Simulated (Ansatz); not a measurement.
Consider the ligand exchange at a Ge–Cl bond: `[NH2][Ge]([F])([F])[Cl]` + H–F → `[NH2][Ge]([F])([F])[F]` + HCl.

Gas-phase electronic energies from Ansatz, PBE0-D4/def2-TZVP geometries. CBS: MP2 limit from def2 TZ/QZ plus the TZ coupled-cluster correction, frozen cores. This one scheme is used for every species. Functionals use def2-TZVPP. HSE06 is defined as in plane-wave codes. For Ge outer-core shells are correlated without core-valence functions, which leaves a few kJ/mol of doubt a bond. Scalar relativity is left out up to krypton. Each species was taken in one conformer, which may not be the lowest.

CCSD(T)/CBS gives +9.0 kJ/mol.

(1) Another level gave +0.3 kJ/mol. Which?
A. HSE06/def2-TZVPP
B. BHLYP/def2-TZVPP
C. r2SCAN-D4/def2-TZVPP
D. HF/def2-TZVPP

Largest T1 diagnostic among the species: 0.012.

Results:

(1) B. BHLYP 0.3, HSE06 9.4, HF/def2-TZVPP -4.5, r2SCAN-D4 4.4 kJ/mol.

The D4 term adds +5.7 kJ/mol with B3LYP and +3.1 kJ/mol with PBE0; it sums over pairs of atoms, weighted by their polarisabilities, and B3LYP, whose exchange is more repulsive, gets the larger term. Leaving LDA and LC-ωPBE aside and taking each functional with its dispersion term where it has one, the values, not all of them listed here, spread over 11.8 kJ/mol, from CAM-B3LYP-D4 to revPBE-D4. At CCSD(T), def2-SVP lies −15.5 kJ/mol from the extrapolated value and def2-TZVPP −5.8 kJ/mol.

B3LYP here is the variant with VWN-RPA as its local correlation; programs differ in this.
